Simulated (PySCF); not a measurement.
# Radial density of P (phosphorus, neutral)

UHF, [Ne] 3s1 3p4, high-spin 4P determinant (an excited configuration). Calculation: PySCF 2.14, in aug-cc-pCVQZ-DK; scalar relativity by spin-free X2C-1e.

| r (bohr) | 4πr²ρ (e/bohr) | 4πr²(ρα − ρβ) |
| --- | --- | --- |
| 0.00163 | 0.08329 | 0.0003 |
| 0.00275 | 0.2184 | 0.0007 |
| 0.00462 | 0.5633 | 0.0018 |
| 0.00777 | 1.407 | 0.0044 |
| 0.0131 | 3.313 | 0.0102 |
| 0.0220 | 7.057 | 0.0216 |
| 0.0370 | 12.63 | 0.0377 |
| 0.0622 | 16.93 | 0.0498 |
| 0.105 | 14.85 | 0.0618 |
| 0.176 | 10.84 | 0.1679 |
| 0.296 | 14.82 | 0.3623 |
| 0.498 | 13.47 | 0.1193 |
| 0.838 | 3.854 | 0.2026 |
| 1.41 | 2.342 | 1.6065 |
| 2.37 | 1.896 | 1.1858 |
| 3.99 | 0.3532 | 0.0901 |
| 6.71 | 0.01529 | -0.0071 |
| 11.3 | 0.0001326 | -0.0001 |

Densities and radii are taken from the X2C orbitals without a picture-change correction, which distorts them close to the nucleus.

Problem. Where is the radial spin density 4πr²(ρα − ρβ) most negative, and why is it negative at all?

Solution. Around r = 6.71 bohr, down to -0.0071 e/bohr: exchange with the open shell polarises the paired shells in an unrestricted calculation.
